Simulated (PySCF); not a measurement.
dimethyl telluride (C2H6Te), singlet, geometry from GFN2-xTB (all electrons, no relativity).

The PySCF input:
```python
from pyscf import gto, scf, dft

mol = gto.M(
    atom='''
C     1.51403960   -0.61814695    0.97361016
Te    0.01637111    0.19648656   -0.35400888
C    -1.60205503   -0.43829160    0.92933228
H     1.38011691   -1.68745138    1.07645886
H     2.48866467   -0.41855255    0.54994310
H     1.44343271   -0.14926988    1.94678120
H    -1.59498997   -1.51573359    1.03418433
H    -2.53486000   -0.12860379    0.47856174
H    -1.50556944    0.02094119    1.90487761
''',
    basis='3-21g',
    verbose=5,
)

mf = dft.RKS(mol)
mf.xc = 'b3lyp'
mf.kernel()
```

Q: What is the computed total energy (B3LYP/3-21G in PySCF)?

A: -6664.7605 Eh

Q: Give the number of basis functions at the level B3LYP/3-21G.

A: 61

Q: What dipole moment does B3LYP/3-21G give?

A: 1.36 D

Q: What nuclear repulsion energy does B3LYP/3-21G give?

A: 245.7408 Eh

Q: Predict the HOMO energy from B3LYP/3-21G.

A: -5.23 eV
